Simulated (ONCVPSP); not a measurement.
**platinum (Pt), ONCV: configuration errors across variants**

```json
{
  "Element": "platinum (Pt)",
  "Generator": "ONCVPSP 4.0.1",
  "Type": "optimised norm-conserving Vanderbilt (ONCV)",
  "Functional": "LDA (Perdew-Zunger)",
  "Relativity": "fully relativistic",
  "Frozen core": "[Kr] 4d10",
  "Valence charge": "32",
  "Reference configuration": "4f14 5s2 5p6 5d8 6s2",
  "Partial waves": "5s+6s: rc 1.80 bohr, ncon 4, nbas 8, qcut 8 1/bohr, 2 projectors; 5p: rc 1.40 bohr, ncon 5, nbas 10, qcut 8.1 1/bohr, 1 projector; 5d: rc 2.05 bohr, ncon 4, nbas 9, qcut 7 1/bohr, 2 projectors, debl 1.7 Ha; 4f: rc 0.45 bohr, ncon 4, nbas 7, qcut 25.7 1/bohr, local",
  "Local potential": "the f channel",
  "Core correction": "polynomial model core, fcfact 0.35"
}
```

Open shells are filled in proportion to 2j + 1.

All-electron excitation energies from the reference (eV): (1) 4f14 5s2 5p6 5d9 6s1 -0.948; (2) 4f14 5s2 5p6 5d9 6s0 8.610; (3) 4f14 5s2 5p6 5d8 6s1 10.495.

1 further variants failed, have other tests or too few solved ones, and are left out.

A true bound ghost makes a file unfit for plane-wave use even where its test errors are small: the radial tests pick states by their node count and pass the ghost by.

The file “base” misses its own reference levels by 2.1 eV. The file “core correction none” misses its own reference levels by 2.1 eV. The file “s: nbas 7” misses its own reference levels by 2.1 eV. The file “all radii but the core radius scaled by about 0.75 (s 1.36, p 1.06, d 1.54, f 0.34 bohr)” misses its own reference levels by 2.4 eV.

Errors AE − PS in meV (a dash: test not solved or not reliable):

| change | (1) | (2) | (3) | bound ghosts | GHOST(+) flags above zero |
| --- | --- | --- | --- | --- | --- |
| base | -2.0 | -7.3 | -1.1 | s, p3/2, d5/2, p1/2, d3/2 | p1/2, d3/2 |
| core correction none | -1.6 | -6.4 | -1.0 | s, p3/2, d5/2, p1/2, d3/2 | p1/2, d3/2 |
| f: nproj 1; local potential polynomial inside 0.35 bohr (lpopt 5, dvloc0 0 Ha) | -2.3 | -7.7 | -1.1 | s, p3/2, d5/2, p1/2, d3/2 | p3/2, d3/2 |
| s: nbas 7 | -2.0 | -7.4 | -1.1 | s, p3/2, d5/2, p1/2, d3/2 | p1/2, d3/2 |
| all radii but the core radius scaled by about 0.75 (s 1.36, p 1.06, d 1.54, f 0.34 bohr) | -1.5 | -4.4 | -0.2 | s, p3/2, d5/2, p1/2, d3/2 | none |

Give the same row for: d: debl 0.45.

-2.2, -7.6, -1.1; bound ghosts: s, p3/2, d5/2, p1/2, d3/2; GHOST(+) flags above zero: p1/2.
